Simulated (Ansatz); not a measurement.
Wavefunction ladder for Cl$_{3}$H$_{2}$SSi$_{2}$ (`Cl[SiH]S[SiH](Cl)Cl`) radical

Z-matrix (Å, degrees):
```
Si
Cl 1 2.040
Cl 1 2.038 2 107.9
S 1 2.118 2 111.6 3 -123.3
H 1 1.472 2 108.8 3 118.6
Si 4 2.139 1 98.3 2 67.2
Cl 6 2.050 4 112.2 1 94.7
H 6 1.486 4 106.6 1 -148.1
```

The species carries charge 0 and has multiplicity 2. The structure was optimised at the PBE0-D4/def2-TZVP level. It is one conformer, not always the lowest. Frozen core, unrestricted reference, Ansatz. CBS rows extrapolate triple and quadruple zeta; past MP2 they add the triple-zeta difference.

| basis | HF (Eh) | MP2 corr. |
| --- | --- | --- |
| def2-TZVPP | -2355.31611 | -0.95221 |
| def2-QZVPP | -2355.38315 | -1.04641 |

**Question.** Estimate the CCSD correlation energy and the (T) correction in each basis where they were run (hartree).

**Answer.** 
```csv
basis,CCSD corr.,(T)
def2-TZVPP,-1.02702,-0.04812
CBS(def2),-1.19100,as TZ
```
